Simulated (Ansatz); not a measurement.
Reactions of CH6OSeSi, SMILES `CO[SiH2][SeH]`.

Calculated with Ansatz (gas phase, PBE0-D4/def2-TZVP geometries, no zero-point term in ΔE). CBS: MP2 limit from def2 TZ/QZ plus the TZ coupled-cluster correction, frozen cores. This one scheme is used for every species. For Ga, Se outer-core shells are correlated without core-valence functions, which leaves a few kJ/mol of doubt a bond. Scalar relativity is left out up to krypton. One conformer a species, not always the lowest.

Task: Order these by ΔE at CCSD(T)/CBS, lowest first. (An estimate is asked.)
A. `CO[SiH2][SeH]` + CH₃SH → `SC[SiH2][SeH]` + CH₃OH
B. `CO[SiH2][SeH]` + H₂S → `CO[SiH2]S` + H₂Se
C. `CO[SiH2][SeH]` + `C[O][GaH2]` → `C[O][GaH][SeH]` + `CO[SiH3]`
D. `CO[SiH2][SeH]` + `O[SiH](O)F` → `CO[SiH2]O[SiH](O)F` + H₂Se
E. `CO[SiH2][SeH]` + H₂S → `S[SiH2][SeH]` + CH₃OH
F. `CO[SiH2][SeH]` + H₂ → `[SiH3][SeH]` + CH₃OH
G. `CO[SiH2][SeH]` + `FBF` → `FB(F)[SeH]` + `CO[SiH3]`

Result: D (-0.70 eV), C (-0.45 eV), B (+0.04 eV), G (+0.19 eV), E (+0.36 eV), F (+0.78 eV), A (+0.99 eV).

Largest T1 diagnostic: 0.015, for `C[O][GaH2]`.
